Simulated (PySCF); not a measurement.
# NMR data sheet: C5H9BO2

```
Formula                               : C5H9BO2
SMILES                                : C#CB(O)OCCC
Point group of the computed structure : C1
Carbon signals                        : 5
Proton signals                        : 5
```

Atoms are numbered as in `[CH:1]#[C:2][B:3]([OH:4])[O:5][CH2:6][CH2:7][CH3:8]`; H(Xn) means a hydrogen on atom n.

Theoretical values (PySCF 2.14.0 with density-fitted response routines): PBE0-D3(BJ)/def2-SVP geometry, couplings computed with B3LYP/pcJ-1 (spin–dipole term only in couplings to heteroatoms), GIAO B3LYP/pcSseg-1 shieldings. Equivalent nuclei averaged, no relativistic terms, gas phase, single conformer.

Shifts are taken against calculated references (same method and geometry level): ¹H (σ = 31.38 ppm) and ¹³C (σ = 179.24 ppm) vs TMS; ¹¹B (σ = 97.83 ppm) against BF3·OEt2; ¹⁷O (σ = 334.04 ppm) vs H2O.

| carbon | δC, type | δH (multiplicity, J in Hz) | HMBC from (abs. J ≥ 3 Hz) | span of the C tensor (ppm) |
| --- | --- | --- | --- | --- |
| C1 | 94.8, CH | 2.21 (s) | – | 238 |
| C2 | 84.2, C | – | H(C1) | 297 |
| C6 | 71.6, CH2 | 3.84 (t, 8.2) | H(C7), H(C8) | 79 |
| C7 | 30.2, CH2 | 1.52 (sext, 8.4) | H(C8) | 35 |
| C8 | 11.2, CH3 | 0.90 (t, 8.4) | H(C7) | 22 |

Other nuclei:
```json
{"atoms": "H(O4)", "nucleus": "¹H", "environment": "hydrogen on an oxygen bonded to B", "δ (ppm)": "3.81", "σ (ppm)": "27.57"}
{"atoms": "B3", "nucleus": "¹¹B", "environment": "boron bonded to C, 2 O", "δ (ppm)": "19.9", "σ (ppm)": "77.9"}
{"atoms": "O5", "nucleus": "¹⁷O", "environment": "oxygen bonded to C, B", "δ (ppm)": "150.7", "σ (ppm)": "183.4"}
{"atoms": "O4", "nucleus": "¹⁷O", "environment": "oxygen bonded to B, H", "δ (ppm)": "130.9", "σ (ppm)": "203.1"}
```

Selected couplings (Hz, signed; the shortest-range and largest first, 30 at most; isotopes ¹³C, ¹H, ¹¹B): ¹J(C1,H(C1)) 262.7, ¹J(C1,C2) 164.8, ¹J(C6,H(C6)) 148.0, ¹J(C7,H(C7)) 133.3, ¹J(C8,H(C8)) 132.2, ¹J(C2,B3) 126.3, ¹J(C6,C7) 38.8, ¹J(C7,C8) 36.3, ²J(C1,B3) 23.0, ²J(C6,C8) 2.8, ³J(H(C7),H(C8)) 8.4, ³J(H(C6),H(C7)) 8.2, ³J(B3,H(C6)) 5.3, ³J(B3,H(C1)) 4.8, ³J(C2,C6) 2.6.

δC 94.8: terminal alkyne carbon; the triple bond shields along its axis, which puts it between sp3 and sp2 carbons. δC 84.2: alkyne carbon; sp carbons lie upfield of alkene carbons because the cylindrical π system leaves one tensor component strongly shielded. δC 71.6: sp3 CH2 bonded to O; the inductive effect lowers its shielding. δC 11.2: methyl carbon; aliphatic region, no heteroatom directly attached. δH 3.84: hydrogen on an sp3 CH2 bonded to O; its carbon carries O, an electronegative neighbour. The protons at 1.52 and 0.90 share a coupling of 8.4 Hz (vicinal). The protons at 3.84 and 1.52 share a coupling of 8.2 Hz (vicinal).

Exchangeable OH/NH protons stand at their gas-phase positions; hydrogen bonding in a real sample shifts them, mostly to higher δ. A carbon bonded to boron is broadened by the quadrupolar boron nucleus and is often missing from a measured spectrum. Multiplet labels drop couplings under 1 Hz and merge nearly equal ones. Unscaled 3J(H,H) at this level run about 10 % above measured values. Shifts are as computed. Against solution values, carbons near 30 ppm lie about +2 ppm off and those near 130 ppm about +6 ppm. Of 1309 compounds with measured shifts, 239 miss one by over three times the rms of a fit or turn the order of signals round; such compounds aren't used in these exercises. Experimental scales use liquid or dissolved standards, which lie at an offset from isolated H2O (liquid H2O: subtract about 36 ppm). Across freely rotating sp3–sp3 bonds, 3J(H,H) is taken as (2 J gauche + J anti)/3 from the one conformer, which assumes equal rotamer populations.
